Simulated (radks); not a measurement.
Valence configurations of the silicon ion Si3+ (all share [Ne]). Method: Dirac Kohn-Sham, PBE, spin-unpolarised, spherical densities, finite nucleus; open shells fill j = l - 1/2 first; Fermi nuclear charge, rms radius 3.1224 fm; computed with a radial shooting solver on a logarithmic mesh with Libxc functionals. Energies are relative to 3s1; eigenvalues in eV.

valence,E (eV),e(3p1/2),e(3s1/2)
3s1,0.000,-,-39.487
3s0.5 3p0.5,4.332,-31.132,-39.803
3p1,8.671,-31.433,-

NIST lists [Ne] 3s1 as the ground configuration; this level of theory agrees among the configurations tried. The energies are those of spherical spin-averaged densities, not of single terms.
